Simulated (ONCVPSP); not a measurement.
# Ce: one change to an ONCV potential, before and after

Ce, optimised norm-conserving Vanderbilt (ONCV), made with ONCVPSP 4.0.1 (PBE, fully relativistic). Core [Kr] 4d10 4f1, reference 5s2 5p6 5d1.5 6s1.5. Waves: 5s+6s: rc 2.45 bohr, ncon 4, nbas 7, qcut 3.9 1/bohr, 2 projectors; 5p: rc 2.95 bohr, ncon 4, nbas 8, qcut 3.7 1/bohr, 2 projectors, debl 2.7 Ha; 5d: rc 2.65 bohr, ncon 4, nbas 8, qcut 3.5 1/bohr, 2 projectors, debl 3.2 Ha. Local part: polynomial inside 1.95 bohr (lpopt 5, dvloc0 1 Ha). Core correction: polynomial model core, fcfact 0.55.

Open shells are filled in proportion to 2j + 1.

All-electron outer shells of the reference configuration (PBE, scalar-relativistic, ld1.x):

```tsv
shell	level (eV)	outermost node (bohr)	outermost maximum (bohr)
5s	-39.75	0.75	1.37
5p	-22.45	0.81	1.55
4f	-4.54	–	0.71
6s	-3.46	1.82	3.82
5d	-2.56	0.92	2.18
```

Change: all radii but the core radius scaled by about 0.87 (s 2.12, p 2.56, d 2.30 bohr); local potential polynomial inside 1.68 bohr (lpopt 5, dvloc0 1 Ha).

Cutoffs: the cutoffs (Ha) at which the residual kinetic energy of the hardest occupied pseudo-wave falls to 1 and 0.1 mHa per electron; they do not see the model core or the augmentation charge, which bear on the density cutoff. Errors are all-electron minus pseudo energies relative to the spin-unpolarised reference configuration.

**Question.** How do hardness, ghosts and transferability respond?

**Answer.** The potential gets harder (6.4 Ha and 15 Ha → 14 Ha and 27 Ha); of the 4 tests that both files solve, the error grows in 0 and shrinks in 1 by more than 15 % and 0.3 meV (median size 5.5 → 3.7 meV); neither file shows a bound ghost. A smaller radius makes the pseudo-wave follow the all-electron one further in, where it bends more sharply, so more plane waves are needed.

| quantity | base | changed |
| --- | --- | --- |
| cutoff, loose | 6.4 Ha | 14 Ha |
| cutoff, tight | 15 Ha | 27 Ha |
| loose cutoff by channel | s 6.4 Ha, p 5.3 Ha, d 5.8 Ha | s 14 Ha, p 5.4 Ha, d 6.1 Ha |
| bound ghosts | none | none |
| GHOST(+) flags under 300 eV | s at 99.4 eV | s at 91.7 eV |
| error for 5s2 5p6 5d1 6s2, meV [ΔE -0.40 eV] | -2.3 | -2.1 |
| error for 5s2 5p6 5d1 6s1, meV [ΔE 5.67 eV] | -3.5 | -3.6 |
| error for 5s2 5p6 5d1 6s0, meV [ΔE 16.75 eV] | -14 | -14 |
| error for 5s2 5p6 5d1 6s0 6p2, meV [ΔE 4.58 eV] | +7.5 | +3.7 |
| rms error of d²Exc/dni dnj with the model core, mHa | 1.95 | 2.00 |

Base: These tests converged, but a pseudo level misses the all-electron one widely, so the file describes the atom poorly there or has found another state: 5s2 5p6 5d1 6s0 6p2: empty 6s by 8.9 eV. Changed file: These tests converged, but a pseudo level misses the all-electron one widely, so the file describes the atom poorly there or has found another state: 5s2 5p6 5d1 6s0 6p2: empty 6s by 8.9 eV.
